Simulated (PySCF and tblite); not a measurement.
Results of a calculation; reference values are marked as such.
**Conformer ensemble of C₄H₈F₂Si, numbered as in [F:1][C@@H:2]1[CH2:3][SiH2:4][C@H:5]([F:6])[CH2:7]1**

The ensemble was built from 150 distance-geometry starts (ETKDG, MMFF94s, GFN2-xTB) and rests on GFN2-xTB geometries. Free energies are PBE0-D3(BJ)/pcSseg-1 single points with GFN2-xTB rigid-rotor and vibrational terms (modes under about 100 cm⁻¹ blended into free rotors). Symmetry numbers and mirror images are counted. Conformers within 2.5 kcal/mol (GFN2-xTB free energy) were kept, 6 at most. GIAO shieldings: PBE0/pcSseg-1. Shifts are against TMS (¹H), TMS (¹³C), CFCl3 (¹⁹F), TMS (²⁹Si) at the same level; of two unlike H on one atom, a is the less shielded. Programs: PySCF with density fitting and tblite.

The 5-ring runs over atoms 2–3–4–5–7.

```
conformer                                                 shape  symmetry  E(GFN2) kcal/mol  E(DFT) kcal/mol  G(298.15 K) kcal/mol  weight %  dipole D
        1  5-ring envelope (ring torsions -22, 0, 24, -44, 41°)        C1              0.59             0.00                  0.00      81.3      3.32
        2    5-ring twist (ring torsions 13, 13, -37, 51, -38°)        C1              0.00             0.86                  0.87      18.7      1.90
```

Weights (%) against temperature:

| T (K) | 1 | 2 | S(mix) cal/mol/K |
| --- | --- | --- | --- |
| 250 | 85.9 | 14.1 | 0.81 |
| 298.15 | 81.3 | 18.7 | 0.96 |
| 350 | 76.9 | 23.1 | 1.07 |

Averaged shifts at 298.15 K. ¹H: 5.43 (H2, 1H), 5.39 (H5, 1H), 4.53 (H4a, 1H), 4.35 (H4b, 1H), 2.72 (H7a, 1H), 1.83 (H7b, 1H), 1.63 (H3a, 1H), 0.86 (H3b, 1H) ppm. ¹³C: 97.8 (C2), 90.3 (C5), 47.7 (C7), 20.1 (C3) ppm. ¹⁹F: -192.7 (F1), -233.7 (F6) ppm. ²⁹Si: -28.1 (Si4) ppm.

Coordinates of conformer 1 (Å):

```xyz
15

F    -1.244    0.572    1.564
C    -1.174    0.506    0.184
C    -1.049   -0.958   -0.225
Si    0.783   -1.382    0.100
C     1.325    0.469   -0.003
F     1.869    0.867    1.212
C     0.057    1.275   -0.292
H    -2.102    0.971   -0.176
H    -1.758   -1.557    0.342
H    -1.308   -1.053   -1.279
H     1.371   -2.171   -0.983
H     1.047   -1.907    1.433
H     2.102    0.696   -0.739
H     0.110    2.244    0.207
H    -0.033    1.436   -1.367
```

Coordinates of conformer 2 (Å):

```xyz
15

F     1.570   -1.921   -0.586
C     0.676   -0.870   -0.661
C     1.342    0.429   -0.216
Si   -0.103    1.576    0.262
C    -1.374    0.121    0.262
F    -2.187    0.125    1.385
C    -0.528   -1.148    0.232
H     0.370   -0.816   -1.714
H     1.969    0.207    0.648
H     2.000    0.813   -0.993
H    -0.430    2.559   -0.771
H     0.018    2.159    1.594
H    -2.064    0.149   -0.589
H    -0.174   -1.358    1.244
H    -1.088   -2.017   -0.118
```

Unscaled ¹⁹F and ²⁹Si shifts at such levels can be off by tens of ppm; differences between conformers or isomers are more reliable. Shifts are unscaled: against experiment ¹³C can be off by 15 ppm or more and ¹H by 0.8 ppm.

Search and properties took 89 s on 1 thread of Intel Xeon Platinum 8488C, shared host (rough), launched as `OMP_NUM_THREADS=1 python ens_run.py task.json out`.


Conformer gaps in pcSseg-1 on xTB geometries can be 2 kcal/mol off for S=O, P=O and other polar bonds.